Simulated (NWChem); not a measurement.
System: C$_{4}$H$_{4}$O$_{2}$; SMILES O=C1CC(=O)C1

Input file for NWChem:

```
start job
memory heap 200 mb stack 700 mb global 900 mb
geometry units angstroms noautoz
  O      0.000000     2.270059     0.000000
  C      0.000000     1.064577     0.000000
  C      1.121021     0.000000     0.000000
  C      0.000000    -1.064577     0.000000
  O      0.000000    -2.270059     0.000000
  C     -1.121021     0.000000     0.000000
  H      1.777923     0.000000     0.896884
  H      1.777923     0.000000    -0.896884
  H     -1.777923     0.000000    -0.896884
  H     -1.777923     0.000000     0.896884
end
basis spherical
  * library def2-svp
end
dft
  xc xpbe96 cpbe96
  iterations 150
  mulliken
end
task dft gradient
```

Output (shortened):

```
             Northwest Computational Chemistry Package (NWChem) 7.3.0
             --------------------------------------------------------

 D2H symmetry detected

                             Geometry "geometry" -> ""
                             -------------------------

 Output coordinates in angstroms (scale by  1.889725989 to convert to a.u.)

  No.       Tag          Charge          X              Y              Z
 ---- ---------------- ---------- -------------- -------------- --------------
    1 O                    8.0000     0.00000000     2.27005900     0.00000000
    2 C                    6.0000     0.00000000     1.06457700     0.00000000
    3 C                    6.0000     1.12102100     0.00000000     0.00000000
    4 C                    6.0000     0.00000000    -1.06457700     0.00000000
    5 O                    8.0000     0.00000000    -2.27005900     0.00000000
    6 C                    6.0000    -1.12102100     0.00000000     0.00000000
    7 H                    1.0000     1.77792300     0.00000000     0.89688400
    8 H                    1.0000     1.77792300     0.00000000    -0.89688400
    9 H                    1.0000    -1.77792300     0.00000000    -0.89688400
   10 H                    1.0000    -1.77792300     0.00000000     0.89688400

 Effective nuclear repulsion energy (a.u.)     210.9282859374

      Symmetry information
      --------------------

 Group name             D2h
 Group number             26
 Group order               8
 No. of unique centers     4

  pbe96 is a nonlocal functional; adding pw91lda local functional.

                                 NWChem DFT Module
                                 -----------------

 Summary of "ao basis" -> "ao basis" (spherical)
 ------------------------------------------------------------------------------
       Tag                 Description            Shells   Functions and Types
 ---------------- ------------------------------  ------  ---------------------
 O                          def2-svp                 6       14   3s2p1d
 C                          def2-svp                 6       14   3s2p1d
 H                          def2-svp                 3        5   2s1p

      Symmetry analysis of basis
      --------------------------

        ag         25
        au          4
        b1g        10
        b1u        13
        b2g         9
        b2u        18
        b3g         8
        b3u        17

            General Information
            -------------------
          SCF calculation type: DFT
          Wavefunction type:  closed shell.
          No. of atoms     :    10
          No. of electrons :    44
           Alpha electrons :    22
            Beta electrons :    22
          Charge           :     0
          Spin multiplicity:     1
          Use of symmetry is: on ; symmetry adaption is: on
          Maximum number of iterations: 150
          AO basis - number of functions:   104
                     number of shells:    48
          Convergence on energy requested:  1.00D-06
          Convergence on density requested:  1.00D-05
          Convergence on gradient requested:  5.00D-04

              XC Information
              --------------
          PerdewBurkeErnzerhof Exchange Functional  1.000
            Perdew 1991 LDA Correlation Functional  1.000 local
           PerdewBurkeErnz. Correlation Functional  1.000 non-local

             Grid Information
             ----------------
          Grid used for XC integration:  medium
          Radial quadrature: Mura-Knowles
          Angular quadrature: Lebedev.
          Tag              B.-S. Rad. Rad. Pts. Rad. Cut. Ang. Pts.
          ---              ---------- --------- --------- ---------
          O                   0.60       49          10.0       434
          C                   0.70       49           9.0       434
          H                   0.35       45          11.0       434
          Grid pruning is: on
          Number of quadrature shells:   192
          Spatial weights used:  Erf1

      Superposition of Atomic Density Guess
      -------------------------------------

 Sum of atomic energies:        -301.87866589

      Non-variational initial energy
      ------------------------------

 Total energy =    -305.073886
 1-e energy   =    -828.470469
 2-e energy   =     312.468297
 HOMO         =      -0.301266
 LUMO         =      -0.040824

      Symmetry analysis of molecular orbitals - initial
      -------------------------------------------------

  Numbering of irreducible representations:

     1 ag          2 au          3 b1g         4 b1u         5 b2g
     6 b2u         7 b3g         8 b3u

  Orbital symmetries:

[...]

                         DFT ENERGY GRADIENTS

    atom               coordinates                        gradient
                 x          y          z           x          y          z
   1 O       0.000000   4.289789   0.000000    0.000000  -0.000246   0.000000
   2 C       0.000000   2.011759   0.000000    0.000000   0.000394   0.000000
   3 C       2.118423   0.000000   0.000000   -0.000231   0.000000   0.000000
   4 C       0.000000  -2.011759   0.000000    0.000000  -0.000394   0.000000
   5 O       0.000000  -4.289789   0.000000    0.000000   0.000246  -0.000000
   6 C      -2.118423   0.000000   0.000000    0.000231   0.000000   0.000000
   7 H       3.359787   0.000000   1.694865   -0.000076   0.000000  -0.000123
   8 H       3.359787   0.000000  -1.694865   -0.000076   0.000000   0.000123
   9 H      -3.359787   0.000000  -1.694865    0.000076  -0.000000   0.000123
  10 H      -3.359787   0.000000   1.694865    0.000076   0.000000  -0.000123
```

Level: PBE/def2-SVP. Geometry: optimised at PBE-D3(BJ)/def2-SVP.
